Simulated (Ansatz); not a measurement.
**Cost against result**

Saddle point of CH₉GeN, singlet (CH₅N ([CH3][NH2]) + GeH₄ → CH₇GeN ([CH3][NH][GeH3]) + H₂; bonds formed: Ge1–N7, H2–H6; bonds broken: Ge1–H2, H6–N7), PBE0-D4/def2-TZVP structure:

```json
{"atom": "Ge1", "x (Å)": "-1.3915", "y (Å)": "0.3828", "z (Å)": "-0.0852"}
{"atom": "H2", "x (Å)": "-0.8735", "y (Å)": "-0.4608", "z (Å)": "1.7605"}
{"atom": "H3", "x (Å)": "-1.3026", "y (Å)": "0.7462", "z (Å)": "-1.6146"}
{"atom": "H4", "x (Å)": "-1.2923", "y (Å)": "1.7239", "z (Å)": "0.6449"}
{"atom": "H5", "x (Å)": "-2.6731", "y (Å)": "-0.4394", "z (Å)": "0.0612"}
{"atom": "H6", "x (Å)": "-0.0658", "y (Å)": "-0.8648", "z (Å)": "0.9860"}
{"atom": "N7", "x (Å)": "0.2917", "y (Å)": "-0.6763", "z (Å)": "-0.1173"}
{"atom": "C8", "x (Å)": "1.5207", "y (Å)": "0.1049", "z (Å)": "-0.2105"}
{"atom": "H9", "x (Å)": "0.2758", "y (Å)": "-1.4552", "z (Å)": "-0.7707"}
{"atom": "H10", "x (Å)": "1.5570", "y (Å)": "0.7820", "z (Å)": "0.6470"}
{"atom": "H11", "x (Å)": "1.5545", "y (Å)": "0.6982", "z (Å)": "-1.1271"}
{"atom": "H12", "x (Å)": "2.3993", "y (Å)": "-0.5414", "z (Å)": "-0.1740"}
```

Barriers are electronic and count from the start structure reached by relaxing down the imaginary mode.

Program: Ansatz 0.2.0. Basis: as named in each row. Cores are frozen in the correlated methods. Filled d shells of the heavier atoms are correlated. The def2 sets are not built for correlating such inner shells, so the correlated values are less sure here. B3LYP uses VWN-RPA correlation. Extrapolation: Hartree–Fock as exp(−7.88 √X), correlation as X^−2.97.

Times are rough, for one single point on 4 threads of a shared host (Arm Neoverse V2).

The estimate by CCSD(T) at an estimated basis limit (MP2 extrapolated from triple and quadruple zeta, plus CCSD(T) − MP2 in triple zeta) is 216.6 kJ/mol.

```csv
method,basis,time (s),barrier (kJ/mol),method less estimate
HF,STO-3G,under 1,377.0,160.4
PBE-D4,STO-3G,under 1,234.0,17.4
SPW92,def2-SVP,under 1,150.3,-66.3
PBE-D4,def2-SVP,under 1,179.3,-37.3
B3LYP-D4,6-31G,under 1,175.2,-41.4
PBE0-D4,def2-SVP,under 1,198.1,-18.5
SPW92,def2-TZVPP,1,156.9,-59.7
PBE-D4,def2-TZVPP,2,183.3,-33.3
BLYP-D4,def2-TZVPP,2,195.5,-21.1
B3LYP-D4,def2-TZVPP,2,208.0,-8.6
BHLYP-D4,def2-TZVPP,2,225.9,9.3
PBE0-D4,def2-TZVPP,2,198.6,-18.0
CAM-B3LYP-D4,def2-TZVPP,2,214.9,-1.7
wB97M-V,def2-SVP,3,210.7,-5.9
r2SCAN-D4,def2-TZVPP,4,196.0,-20.6
r2SCAN0-D4,def2-TZVPP,4,206.7,-9.9
RPA on PBE,def2-TZVPP,4,214.8,-1.8
PBE-QIDH,def2-TZVPP,4,210.1,-6.5
B2PLYP,def2-TZVPP,4,215.9,-0.7
CCSD(T),def2-SVP,4,228.7,12.0
wB97X-V,def2-TZVPP,6,215.9,-0.7
wB97M-V,def2-TZVPP,7,213.0,-3.6
B97M-V,def2-TZVPP,8,204.3,-12.3
MP2,def2-QZVPP,19,211.8,-4.8
CCSD(T),def2-TZVPP,110,214.7,-1.9
```

All methods are single points on the PBE0-D4 structures.

T1 diagnostic: at most 0.013.

Labels in which every atom is bracketed show which atoms are joined, not bond orders.
